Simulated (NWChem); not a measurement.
System: C2H6NO cation; SMILES CC(N)=[OH+]

Parts of the log:

```
             Northwest Computational Chemistry Package (NWChem) 7.3.0
             --------------------------------------------------------

 C1  symmetry detected

                             Geometry "geometry" -> ""
                             -------------------------

 Output coordinates in angstroms (scale by  1.889725989 to convert to a.u.)

  No.       Tag          Charge          X              Y              Z
 ---- ---------------- ---------- -------------- -------------- --------------
    1 C                    6.0000     0.18492267    -1.40552962    -0.00014666
    2 C                    6.0000    -0.00701008     0.06153374     0.00010760
    3 N                    7.0000     0.98918091     0.89835760    -0.00004347
    4 O                    8.0000    -1.18734600     0.59006168    -0.00003629
    5 H                    1.0000    -0.30367784    -1.83701113     0.88884882
    6 H                    1.0000     1.24416890    -1.68750344     0.00488146
    7 H                    1.0000    -0.29718035    -1.83659549    -0.89280822
    8 H                    1.0000     0.81806696     1.90406536    -0.00008743
    9 H                    1.0000     1.95152127     0.57404382    -0.00029771
   10 H                    1.0000    -1.90587284    -0.06202045     0.00029202

 Effective nuclear repulsion energy (a.u.)     131.1408248828

                                 NWChem DFT Module
                                 -----------------

 Summary of "ao basis" -> "ao basis" (spherical)
 ------------------------------------------------------------------------------
       Tag                 Description            Shells   Functions and Types
 ---------------- ------------------------------  ------  ---------------------
 C                           6-31g*                  6       14   3s2p1d
 N                           6-31g*                  6       14   3s2p1d
 O                           6-31g*                  6       14   3s2p1d
 H                           6-31g*                  2        2   2s

            General Information
            -------------------
          SCF calculation type: DFT
          Wavefunction type:  closed shell.
          No. of atoms     :    10
          No. of electrons :    32
           Alpha electrons :    16
            Beta electrons :    16
          Charge           :     1
          Spin multiplicity:     1
          Use of symmetry is: off; symmetry adaption is: off
          Maximum number of iterations: 150
          AO basis - number of functions:    68
                     number of shells:    36
          Convergence on energy requested:  1.00D-06
          Convergence on density requested:  1.00D-05
          Convergence on gradient requested:  5.00D-04

              XC Information
              --------------
                        Slater Exchange Functional  1.000 local
                      VWN V Correlation Functional  1.000 local

             Grid Information
             ----------------
          Grid used for XC integration:  medium
          Radial quadrature: Mura-Knowles
          Angular quadrature: Lebedev.
          Tag              B.-S. Rad. Rad. Pts. Rad. Cut. Ang. Pts.
          ---              ---------- --------- --------- ---------
          C                   0.70       49           9.0       434
          N                   0.65       49           9.0       434
          O                   0.60       49           9.0       434
          H                   0.35       45          10.0       434
          Grid pruning is: on
          Number of quadrature shells:   466
          Spatial weights used:  Erf1

      Superposition of Atomic Density Guess
      -------------------------------------

 Sum of atomic energies:        -207.35799401

 Renormalizing density from      33.00 to     32

      Non-variational initial energy
      ------------------------------

 Total energy =    -205.444053
 1-e energy   =    -524.013241
 2-e energy   =     187.428362
 HOMO         =      -0.715702
 LUMO         =      -0.307019

     ---------------------------------------------
      Total Density - Mulliken Population Analysis
     ---------------------------------------------

    Atom       Charge   Shell Charges
 -----------   ------   -------------------------------------------------------
    1 C    6     6.92   2.00  0.77  2.29  0.68  1.15  0.03
    2 C    6     5.13   2.00  0.74  1.64  0.31  0.34  0.11
    3 N    7     7.95   2.00  0.85  2.79  0.80  1.48  0.02
    4 O    8     8.84   2.00  0.97  3.30  0.89  1.65  0.02
    5 H    1     0.62   0.42  0.20
    6 H    1     0.64   0.43  0.21
    7 H    1     0.62   0.42  0.20
    8 H    1     0.46   0.37  0.09
    9 H    1     0.45   0.37  0.09
   10 H    1     0.37   0.31  0.05

   convergence    iter        energy       DeltaE   RMS-Dens  Diis-err
 ---------------- ----- ----------------- --------- --------- ---------
 d= 0,ls=0.0,diis     1   -207.6835906893 -3.39D+02  2.56D-02  1.71D+00
 d= 0,ls=0.0,diis     2   -207.3995107955  2.84D-01  1.91D-02  4.30D+00
 d= 0,ls=0.0,diis     3   -207.7933327804 -3.94D-01  6.05D-03  2.83D-01
 d= 0,ls=0.0,diis     4   -207.8104183842 -1.71D-02  2.91D-03  1.08D-01
 d= 0,ls=0.0,diis     5   -207.8213137771 -1.09D-02  9.00D-04  8.12D-03
  Resetting Diis
 d= 0,ls=0.0,diis     6   -207.8222880944 -9.74D-04  1.44D-04  2.32D-04
 d= 0,ls=0.0,diis     7   -207.8223164240 -2.83D-05  6.20D-05  7.30D-06
 d= 0,ls=0.0,diis     8   -207.8223153419  1.08D-06  4.12D-05  1.74D-05
 d= 0,ls=0.0,diis     9   -207.8223170995 -1.76D-06  1.18D-05  1.53D-06
 d= 0,ls=0.0,diis    10   -207.8223172421 -1.43D-07  3.06D-06  1.25D-07

         Total DFT energy =     -207.822317242084
      One electron energy =     -535.395123850091
           Coulomb energy =      222.991649301945
    Exchange-Corr. energy =      -26.559667576781
 Nuclear repulsion energy =      131.140824882843

 Numeric. integr. density =       32.000009163937

                       DFT Final Molecular Orbital Analysis
                       ------------------------------------

 Vector   14  Occ=2.000000D+00  E=-5.586435D-01
              MO Center= -2.5D-01, -9.9D-01, -2.3D-07, r^2= 2.3D+00
   Bfn.  Coefficient  Atom+Function         Bfn.  Coefficient  Atom+Function
  ----- ------------  ---------------      ----- ------------  ---------------
     5      0.403180   1 C  pz               47     -0.317076   4 O  pz
     9      0.226196   1 C  pz               51     -0.214481   4 O  pz
    57      0.201123   5 H  s                61     -0.201070   7 H  s
    58      0.136175   5 H  s                62     -0.135997   7 H  s
    33     -0.118881   3 N  pz               19     -0.091827   2 C  pz

 Vector   15  Occ=2.000000D+00  E=-5.496265D-01
              MO Center= -4.3D-01, -1.7D-01,  7.7D-04, r^2= 2.7D+00
   Bfn.  Coefficient  Atom+Function         Bfn.  Coefficient  Atom+Function
  ----- ------------  ---------------      ----- ------------  ---------------
    46      0.467292   4 O  py               50      0.299934   4 O  py
     3     -0.258461   1 C  px               18     -0.209859   2 C  py
     4      0.203934   1 C  py               59     -0.183632   6 H  s
    60     -0.157415   6 H  s                48      0.144837   4 O  s
     7     -0.114240   1 C  px                8      0.113345   1 C  py

 Vector   16  Occ=2.000000D+00  E=-5.019420D-01
              MO Center=  1.9D-01,  7.0D-01, -7.1D-05, r^2= 1.9D+00
   Bfn.  Coefficient  Atom+Function         Bfn.  Coefficient  Atom+Function
  ----- ------------  ---------------      ----- ------------  ---------------
    33      0.501137   3 N  pz               47     -0.407461   4 O  pz
    37      0.382270   3 N  pz               51     -0.293588   4 O  pz
    19      0.113159   2 C  pz               58     -0.065784   5 H  s
    62      0.065619   7 H  s                 5     -0.058465   1 C  pz
    57     -0.038485   5 H  s                61      0.038669   7 H  s

 Vector   17  Occ=0.000000D+00  E=-2.745546D-01
              MO Center=  5.3D-02,  1.4D-01, -1.8D-04, r^2= 2.0D+00
   Bfn.  Coefficient  Atom+Function         Bfn.  Coefficient  Atom+Function
  ----- ------------  ---------------      ----- ------------  ---------------
    19      0.598096   2 C  pz               23      0.519643   2 C  pz
    37     -0.398385   3 N  pz               33     -0.345866   3 N  pz
    51     -0.291706   4 O  pz               47     -0.289297   4 O  pz
    58     -0.232763   5 H  s                62      0.233685   7 H  s
    57     -0.105099   5 H  s                61      0.105569   7 H  s

 Vector   18  Occ=0.000000D+00  E=-1.789902D-01
              MO Center= -5.1D-01, -1.9D-01,  7.4D-04, r^2= 5.2D+00
   Bfn.  Coefficient  Atom+Function         Bfn.  Coefficient  Atom+Function
  ----- ------------  ---------------      ----- ------------  ---------------
    68      0.964964  10 H  s                48     -0.716516   4 O  s
    66      0.702993   9 H  s                34     -0.684402   3 N  s
    60      0.517105   6 H  s                 8      0.402582   1 C  py
     6     -0.379361   1 C  s                22      0.299558   2 C  py
    58      0.229500   5 H  s                62      0.228165   7 H  s

 Vector   19  Occ=0.000000D+00  E=-1.329648D-01
              MO Center=  5.5D-01,  1.1D+00,  3.9D-05, r^2= 4.5D+00
   Bfn.  Coefficient  Atom+Function         Bfn.  Coefficient  Atom+Function
  ----- ------------  ---------------      ----- ------------  ---------------
    34      1.231705   3 N  s                64     -1.170321   8 H  s
    66     -0.695944   9 H  s                68      0.589102  10 H  s
    48     -0.425120   4 O  s                 6      0.380302   1 C  s
    36      0.341667   3 N  py               30      0.213749   3 N  s
    50      0.190181   4 O  py               35      0.188087   3 N  px

     ---------------------------------------------
      Total Density - Mulliken Population Analysis
     ---------------------------------------------

    Atom       Charge   Shell Charges
 -----------   ------   -------------------------------------------------------
    1 C    6     6.66   2.00  0.65  2.19  0.70  1.09  0.03
    2 C    6     5.45   1.99  0.70  2.00  0.26  0.40  0.10
    3 N    7     7.65   2.00  0.76  2.59  0.84  1.43  0.02
    4 O    8     8.44   2.00  0.89  2.95  0.95  1.62  0.03
    5 H    1     0.71   0.48  0.24
    6 H    1     0.74   0.49  0.25
    7 H    1     0.71   0.48  0.23
    8 H    1     0.56   0.46  0.10
    9 H    1     0.57   0.47  0.10
   10 H    1     0.51   0.44  0.07

     -------------------------------------------
      Total Density - Lowdin Population Analysis
     -------------------------------------------

    Atom       Charge   Shell Charges
 -----------   ------   -------------------------------------------------------
    1 C    6     6.43   1.99  0.55  1.99  0.44  1.41  0.06
    2 C    6     5.85   1.98  0.51  1.77  0.35  1.01  0.23
    3 N    7     7.21   1.99  0.66  2.41  0.50  1.59  0.06
    4 O    8     8.15   1.99  0.83  2.79  0.65  1.83  0.06
    5 H    1     0.79   0.45  0.33
    6 H    1     0.80   0.46  0.34
    7 H    1     0.79   0.45  0.33
    8 H    1     0.68   0.43  0.25
    9 H    1     0.69   0.44  0.25
   10 H    1     0.61   0.41  0.20

     Multipole analysis of the density
     ---------------------------------

     L   x y z        total         alpha         beta         nuclear
     -   - - -        -----         -----         ----         -------
     0   0 0 0      1.000000    -16.000000    -16.000000     33.000000

     1   1 0 0      0.343811      0.171905      0.171905     -0.000000
     1   0 1 0     -0.208252     -0.104126     -0.104126     -0.000000
     1   0 0 1     -0.000044     -0.000022     -0.000022     -0.000000

     2   2 0 0     -8.272029    -54.437424    -54.437424    100.602818
     2   1 1 0      3.090054      0.020594      0.020594      3.048866
     2   1 0 1     -0.000097     -0.000302     -0.000302      0.000508
     2   0 2 0    -10.837842    -65.885440    -65.885440    120.933039
     2   0 1 1      0.000114      0.001590      0.001590     -0.003066
     2   0 0 2    -17.224502    -11.446217    -11.446217      5.667932
```

Level: LDA (Slater exchange, VWN5)/6-31G* (spherical d). Structure relaxed at the PBE0/def2-SVP level.

Task: Which NWChem input produces such a log?

Result: This is not unique; one that fits is the input that was run:
```
start job
memory heap 200 mb stack 900 mb global 1100 mb
charge 1
geometry units angstroms noautoz
  C      0.148485    -1.408214     0.001206
  C     -0.005244     0.063343     0.000463
  N      1.012365     0.873986    -0.000274
  O     -1.171441     0.622377    -0.000023
  H     -0.351138    -1.826242     0.890503
  H      1.200043    -1.717626     0.006410
  H     -0.344691    -1.827209    -0.891154
  H      0.867454     1.883802    -0.001001
  H      1.965949     0.524764    -0.000322
  H     -1.906677    -0.010805     0.000761
end
basis spherical
  * library 6-31g*
end
dft
  xc slater vwn_5
  iterations 150
  mulliken
end
task dft energy
```
